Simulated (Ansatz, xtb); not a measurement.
## Two isomers of C3H10BNO2

Structure a: `C[C@H](N)CB(O)O`, a singlet. Structure b: `CCN(C)B(O)O`, a singlet. Both are isolated molecules in the gas phase, relaxed with r2SCAN-D4/def2-SVP; the shapes shown needn't be the lowest conformers.

a (Å):

```yaml
atoms:
  - { symbol: C, position_ang: [0.1413, 1.0874, 2.2326] }
  - { symbol: C, position_ang: [0.3193, 0.5865, 0.8008] }
  - { symbol: C, position_ang: [0.6080, -0.9178, 0.7285] }
  - { symbol: B, position_ang: [0.7921, -1.4718, -0.7530] }
  - { symbol: N, position_ang: [-0.8417, 0.8913, -0.0604] }
  - { symbol: O, position_ang: [1.5520, -2.5947, -0.9403] }
  - { symbol: O, position_ang: [0.2117, -0.8585, -1.8155] }
  - { symbol: H, position_ang: [-0.7069, 0.5737, 2.7181] }
  - { symbol: H, position_ang: [-0.0548, 2.1726, 2.2611] }
  - { symbol: H, position_ang: [1.0401, 0.8909, 2.8388] }
  - { symbol: H, position_ang: [1.1756, 1.1230, 0.3483] }
  - { symbol: H, position_ang: [-1.0090, 1.8983, -0.0915] }
  - { symbol: H, position_ang: [-1.6837, 0.4777, 0.3499] }
  - { symbol: H, position_ang: [1.4939, -1.1628, 1.3380] }
  - { symbol: H, position_ang: [-0.2305, -1.4656, 1.2075] }
  - { symbol: H, position_ang: [1.5620, -2.8355, -1.8770] }
  - { symbol: H, position_ang: [-0.3107, -0.0889, -1.4609] }
```

b (Å):

```xyz
17

C    -1.6049    0.2838    1.0145
C    -0.1783   -0.0001    1.4835
C     1.3486    1.1846   -0.0247
B     1.0784   -1.2965   -0.2724
N     0.7899   -0.0786    0.4073
O     0.4989   -2.5039    0.0611
O     1.9761   -1.2885   -1.3129
H    -2.2997    0.3669    1.8658
H    -1.6538    1.2257    0.4459
H    -1.9630   -0.5221    0.3533
H     0.1436    0.7831    2.1958
H    -0.1575   -0.9399    2.0680
H     0.5717    1.8869   -0.3843
H     1.8923    1.6872    0.7983
H     2.0530    1.0122   -0.8481
H    -0.1387   -2.4430    0.7799
H     2.0694   -2.1768   -1.6767
```

Q: Estimate E(b) − E(a) at the level CCSD(T)/def2-SVP + ΔMP2/def2-TZVPP.

A: Calculated at CCSD(T)/def2-SVP + ΔMP2/def2-TZVPP: E(b) − E(a) = −0.301 eV, so structure b lies lower.

Level by level:

| level | geometry | E(b) − E(a) (eV) | departure from the last row (eV) | job, with rough time for the two |
| --- | --- | --- | --- | --- |
| GFN2-xTB | GFN2-xTB | −0.918 | −0.617 | optimisation, 0.46 s |
| HF/STO-3G | GFN2-xTB | −0.685 | −0.384 | single point, 0.38 s |
| r2SCAN-D4/def2-SVP//GFN2-xTB | GFN2-xTB | −0.306 | −0.005 | single point, 4.3 s |
| r2SCAN-D4/def2-SVP | r2SCAN-D4/def2-SVP | −0.282 | +0.019 | optimisation, 44 s |
| HF/def2-SVP | r2SCAN-D4/def2-SVP | −0.525 | −0.224 | part of the CCSD(T) run |
| MP2/def2-SVP | r2SCAN-D4/def2-SVP | −0.273 | +0.028 | part of the CCSD(T) run |
| CCSD(T)/def2-SVP | r2SCAN-D4/def2-SVP | −0.299 | +0.002 | single point |
| CCSD(T)/def2-SVP + ΔMP2/def2-TZVPP | r2SCAN-D4/def2-SVP | −0.301 |  | single point, 1.7 min |

As drawn, b has 1 C–N, 1 B–N, 2 C–H in place of 1 C–C, 1 C–B, 2 N–H.

None of the levels shown reverses the order. The largest departure from CCSD(T)/def2-SVP + ΔMP2/def2-TZVPP is that of GFN2-xTB, 0.617 eV. The last row adds to CCSD(T) the change of the MP2 difference between the two basis sets, here −0.002 eV.

With thermal terms from frequencies at re-optimised GFN2-xTB minima (ideal gas, soft modes damped towards free rotors, one conformer each, 298.15 K, 1 atm): the zero-point term adds −0.023 eV; ΔH is −0.310 and ΔG −0.344 eV.

The correlated steps freeze 7 core orbitals. Mirror images aren't counted in ΔG. Run with Ansatz 0.2.0, xtb 6.7.1; the last row on 4 threads of Arm Neoverse V1 on a shared host.
